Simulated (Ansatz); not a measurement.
`C[NH][InH2]` → `[CH2]` (triplet) + `[NH2][InH2]` at 298.15 K and 1 bar (formal loss of a carbene).

Calculated with Ansatz (gas phase, PBE0-D4/def2-TZVP geometries, no zero-point term in ΔE). CCSD(T)/CBS is the MP2 limit (def2-TZVPP, def2-QZVPP) plus CCSD(T) − MP2 in def2-TZVPP, frozen cores. This one scheme is used for every species. Triplets are unrestricted, without spin–orbit coupling. def2 core potentials past Kr. For In outer-core shells are correlated without core-valence functions, which leaves a few kJ/mol of doubt a bond.

| species | CCSD(T)/CBS energy (Eh) | H − E (kJ/mol) | S (J/(mol·K)) |
| --- | --- | --- | --- |
| `C[NH][InH2]` | -286.14916 | 189.4 | 318.2 |
| `[CH2]` (triplet) | -39.09499 | 55.4 | 195.3 |
| `[NH2][InH2]` | -246.90424 | 110.5 | 281.1 |

H − E and S are ideal-gas, rigid-rotor, harmonic terms from PBE0-D4/def2-TZVP, with the whole ground term of open shells counted as degenerate. 1 Eh = 2625.50 kJ/mol, R = 8.31446 J/(mol·K).

**Question.** By hand: ΔE, ΔH, ΔS and ΔG.

**Answer.** ΔE = (-39.09499) + (-246.90424) − (-286.14916) = 0.14993 Eh = 393.6 kJ/mol. Δ(H − E) = 55.4 + 110.5 − 189.4 = -23.5, so ΔH = 370.1 kJ/mol. ΔS = 195.3 + 281.1 − 318.2 = 158.2 J/(mol·K). ΔG = 370.1 − 298.15 × (158.2)/1000 = 322.9 kJ/mol.

**Question.** By hand: the equilibrium constant, and the temperature at which ΔG would vanish if ΔH and ΔS stayed fixed.

**Answer.** log₁₀ K = −ΔG/(RT ln 10) = -56.6. ΔG = 0 at ΔH/ΔS = 2339 K.

The number of gas molecules changes by +1, which sets the sign of ΔS. A doubt of 5 kJ/mol in ΔE shifts log₁₀ K by 0.9 here. A triplet takes part, so the spin changes. These are equilibria of isolated gas molecules and say nothing of rates. Largest T1 diagnostic: 0.016 (customary marks: 0.02 for closed shells, 0.045 for open ones).
